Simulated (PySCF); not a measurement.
## Dipole response of Tl⁺ (thallium, charge +1)

[Xe] 4f14 5d10 6s2, closed-shell 1S. Calculation: PySCF 2.14, in aug-cc-pwCVTZ-DK3 (11s10p8d5f1g, 125 functions); the spin-free X2C one-electron Hamiltonian (Gaussian nucleus). Coupled (time-dependent) response in atomic units; α is the mean over directions.

```csv
method,mean α (bohr³),C₆ (like pair),S(−4)
TPSSh,20.73,168.1,126.7
```

S(−4) is the Cauchy moment in α(ω) = α(0) + S(−4) ω² + …

α(iu) at TPSSh:

```
u (hartree)  α(iu) (bohr³)
          0          20.73
     0.0500          20.42
      0.100          19.56
      0.200          16.92
      0.300          14.15
      0.500          10.03
      0.750          7.104
       1.00          5.409
       1.50          3.531
       2.00          2.513
       3.00          1.462
       5.00         0.6668
```

A single London oscillator, α(iu) = α/(1 + u²/ω²), gives C₆ = (3/4) ω α². Matching the computed C₆ needs ω = 4 × 168.1 / (3 × 20.73²) = 0.522 hartree.

For an ion, C₆ is the dispersion term alone; charge-induced terms of lower order in 1/R come first.

Spin-orbit coupling, which splits the p, d and f shells strongly at this Z, is absent.
